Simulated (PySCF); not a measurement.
Stretching AlSe⁻

Set-up: PySCF, spin-free X2C with a Gaussian nucleus, basis sets Al aug-cc-pVDZ-DK, Se aug-cc-pVDZ-DK. Energies in eV from Al + Se⁻ in their ground configurations at the same level. State: ¹Σ⁺ (singlet), closed shell.

All columns are PBE0. A positive dipole points towards Se; it is taken about the centre of mass and depends on that origin.

```
R (Å)  E (eV)  μ (D)  Mulliken charge on Al (basis-dependent)  HOMO (eV)  LUMO (eV)  Mayer bond order  ⟨S²⟩
1.939  -3.160   3.05                                    -0.62      -0.53       2.96              2.01  0.00
2.030  -3.745   2.68                                    -0.53      -0.65       2.93              1.93  0.00
2.120  -4.065   2.29                                    -0.44      -0.77       2.89              1.85  0.00
2.187  -4.176   1.99                                    -0.37      -0.84       2.85              1.81  0.00
2.255  -4.206   1.68                                    -0.31      -0.91       2.81              1.76  0.00
2.323  -4.172   1.37                                    -0.26      -0.97       2.76              1.73  0.00
2.413  -4.053   0.95                                    -0.20      -1.03       2.68              1.69  0.00
2.526  -3.825   0.43                                    -0.14      -1.00       2.57              1.65  0.00
2.661  -3.482  -0.16                                    -0.08      -0.85       2.42              1.62  0.00
2.841  -2.970  -0.89                                    -0.04      -0.69       2.20              1.59  0.00
```

A fit through these points gives, at Re = 2.249 Å, μ = 1.70 D and dμ/dR = -4.61 D/Å; the reduced mass is 20.17 u.

How strong is the fundamental in the double-harmonic approximation, I = 42.26·(dμ/dR)²/μred km/mol?

I = 42.26·(-4.61)²/20.17 = 44.5 km/mol at PBE0.

For an ion De counts to the pair picked by the measured ionisation energies or electron affinities, which need not be the lowest pair at this level.
